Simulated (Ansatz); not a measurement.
The cluster As₄⁺. Total charge 1; doublet. Geometry relaxed at PBE-D4/def2-SVP.

```csv
atom,x (Å),y (Å),z (Å)
As1,-1.372,0.551,-0.422
As2,-0.096,-1.509,-0.278
As3,1.276,0.441,-0.735
As4,0.192,0.517,1.435
```

The structure comes from a short search, and lower isomers may exist.

Question: Estimate the harmonic wavenumbers at UKS PBE-D4/def2-SVP (Ansatz, unscaled). Is this a minimum?

Answer: 150, 166, 184, 274, 274, 337 cm⁻¹. Yes, no mode is imaginary beyond noise. Zero-point energy 8.3 kJ/mol. Hardware: 4 threads of Arm Neoverse V1 on a shared host. Wall time 19 s.
